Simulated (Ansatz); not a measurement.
Job for Ansatz (a program for electronic structure): R-wB97X-V/def2-TZVPP on C2H8BN (SMILES CBNC).

Ansatz 0.2 input:
```yaml
crystal:
  periodic: [false, false, false]
  atoms:
    - {symbol: C, position_ang: [-1.61278337, 0.30796119, -0.08555992]}
    - {symbol: B, position_ang: [-0.60390676, -0.90672387, -0.08208359]}
    - {symbol: N, position_ang: [0.77661627, -0.73503200, 0.01381199]}
    - {symbol: C, position_ang: [1.51898782, 0.50887995, 0.12084586]}
    - {symbol: H, position_ang: [-1.52109903, 0.91464569, 0.82170663]}
    - {symbol: H, position_ang: [-2.65154774, -0.01520549, -0.15672730]}
    - {symbol: H, position_ang: [-1.42449952, 0.98567368, -0.92527299]}
    - {symbol: H, position_ang: [-0.98250725, -2.04031057, -0.16343338]}
    - {symbol: H, position_ang: [1.36289423, -1.55504988, 0.00907879]}
    - {symbol: H, position_ang: [2.20956709, 0.63568732, -0.71765506]}
    - {symbol: H, position_ang: [2.09940065, 0.54984337, 1.04683094]}
    - {symbol: H, position_ang: [0.82887761, 1.34963061, 0.11845804]}
basis:
  gaussian:
    orbitals: def2-TZVPP
hamiltonian:
  xc: {name: wB97X-V}
scf: {lower_state_search: off}
```

The head of its log:

```
WARN ansatz: RAYON_NUM_THREADS=1 ignored (pool sized by the plan → 1); use --threads N
Functional definition: wB97X-V
these checks for a lower state are left out or cut short: stability, starts, cluster_reference, orbital_swaps, neighbouring_geometries, increment
integrals: 0.17 GiB planned
1156 factors; their error is unknown
integrals: 0.20 GiB planned
322 factors; integrals over basis functions are off by at most 1.1e-5 eV
mean field: 1.55 GiB planned
mean field evaluation 1: about -4366.9573 eV, gradient 5.1e1 eV
mean field evaluation 2: about -4368.9443 eV, gradient 4.2e1 eV
```

Problem. Give the final energy of this run.

Solution. -160.6842 hartree.
